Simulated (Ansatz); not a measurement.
Species: CH₄FSi, charge 0, doublet. CH4FSi (SMILES F[SiH]C, doublet).
B3LYP-D3(BJ)/def2-TZVP minimum from Ansatz (an electronic-structure program):
```xyz
7

Si    -0.3573     0.3343     0.2691
C      1.5086     0.2043     0.2025
F     -0.9813    -0.7077    -0.7976
H     -0.8850    -0.0609     1.6072
H      1.8165    -0.8276     0.3948
H      1.9550     0.8464     0.9646
H      1.8970     0.5047    -0.7712
```
Charge 0, spin multiplicity 2.

Quantity: atomisation energy (electronic, to ground-state atoms), in kcal/mol. UHF or UKS for unpaired electrons; spin-orbit terms are left out. CBS(X,Y): correlation extrapolated as X^-3, Hartree-Fock from the larger set. A bracket is a step between two methods taken in the basis named. Functionals run without relativity, which enters their misses. '+ core + X2C': CCSD(T) terms for core correlation (cc-pwCVTZ, 1s frozen past Ne) and scalar relativity (cc-pVTZ-DK). Where a partner has so few electrons that a lower coupled-cluster level is exact, that level stands in.

CCSD(T)/CBS(cc-pV(T+d)Z,cc-pV(Q+d)Z) + [CCSDT(Q) - CCSD(T)]/cc-pV(D+d)Z + core + X2C (Ansatz) gives 590.0 kcal/mol.

**Question.** How far off this value is PBE/def2-TZVPD (Ansatz), in which direction, and which of these levels come nearer: PBE0/def2-TZVPD, wB97M-V/def2-TZVPD, CCSD(T)/CBS(cc-pV(T+d)Z,cc-pV(Q+d)Z) + core + X2C?

**Answer.** PBE gives 591.4 kcal/mol, 1.4 kcal/mol above it. Differences of the others: PBE0/def2-TZVPD (Ansatz) -5.9; wB97M-V/def2-TZVPD (Ansatz) -2.7; CCSD(T)/CBS(cc-pV(T+d)Z,cc-pV(Q+d)Z) + core + X2C (Ansatz) -0.5 kcal/mol. Nearer than PBE: CCSD(T)/CBS(cc-pV(T+d)Z,cc-pV(Q+d)Z) + core + X2C.
